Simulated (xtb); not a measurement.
Sn(H)(Cl)2(vinyl) (C₂H₄Cl₂Sn), SMILES C=[CH][SnH]([Cl])[Cl]. All values are semi-empirical tight-binding results from xtb (GFN2-xTB unless named), good for trends rather than for accurate numbers. The structure is a stationary point at GFN2-xTB. The structure was generated by enumeration; whether it is a known compound was not checked. One conformer was computed; it need not be the lowest.

Optimised geometry:

Bonds (Å): Sn1–Cl2 2.318, Sn1–Cl3 2.318, Sn1–C4 2.185, Sn1–H6 1.752, C4–C5 1.313, C4–H7 1.078, C5–H8 1.081, C5–H9 1.079. Angles (°): Cl2–Sn1–Cl3 104.2, Cl2–Sn1–C4 110.4, Cl2–Sn1–H6 109.0, Cl3–Sn1–C4 110.5, Cl3–Sn1–H6 108.2, C4–Sn1–H6 114.1, Sn1–C4–C5 122.4, Sn1–C4–H7 114.6, C5–C4–H7 122.9, C4–C5–H8 121.6, C4–C5–H9 122.5, H8–C5–H9 115.9.
Charge 0, spin multiplicity 1.

For metal compounds this method's bond lengths and energies can be far off.

orbital gap: 3.75 eV
zero-point energy: 29.3 kcal/mol
G − E(el) at 298.15 K (modified RRHO): 7.0 kcal/mol

Computed atomic charges and the Wiberg bond orders between heavy atoms:
charges (e) Sn1 0.33, Cl2 -0.21, Cl3 -0.20, C4 -0.06, C5 -0.06, H6 0.00, H7 0.06, H8 0.07, H9 0.07. Bond orders Sn1–Cl2 0.93, Sn1–Cl3 0.93, Sn1–C4 0.58, C4–C5 2.02.
